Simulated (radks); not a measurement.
All-electron atom: S I in [Ne] 3s2 3p4.

Method: non-relativistic Kohn-Sham, revPBE, spin-polarised, spherical densities, point nucleus; open shells are filled with parallel spins first; computed with a radial shooting solver on a logarithmic mesh with Libxc functionals.

Energy parts (Ry):
| part | energy |
|---|---|
| total | -796.09561 |
| kinetic | 795.07077 |
| electron-nucleus | -1894.00560 |
| Hartree | 353.88963 |
| exchange-correlation | -51.05041 |

Orbitals (lengths in bohr, moments of r in powers of bohr; r(90%) holds 90 % of the orbital's charge):
orbital,occ.,eigenvalue (Ry),<1/r>,r(90%)
1s up,1,-176.2427,15.56,0.174
1s down,1,-176.2243,15.56,0.174
2s up,1,-15.46789,3.047,0.753
2s down,1,-15.45160,3.046,0.753
2p up,3,-11.49643,2.953,0.738
2p down,3,-11.47195,2.952,0.737
3s up,1,-1.31419,0.8078,2.57
3s down,1,-1.17348,0.8049,2.61
3p up,3,-0.56463,0.6658,3.22
3p down,1,-0.43662,0.6480,3.40

The highest occupied level is 3p down at -5.940 eV. Virial ratio -V/T = 2.00129. Spin moment in Bohr magnetons: 2. The electron density at the nucleus is 2676 e/bohr^3. For comparison, the ionisation energy in NIST's Atomic Spectra Database is 10.360 eV (measured). In exact Kohn-Sham theory the highest level is minus the ionisation energy, but local and semilocal functionals leave it too shallow, through self-interaction and a potential that decays too fast; potentials with the right tail come closer. The spin density at the nucleus is -0.0634 e/bohr^3 (1s -0.1755, 2s 0.0994, 3s 0.0127), a Fermi contact field of -3.33 T.
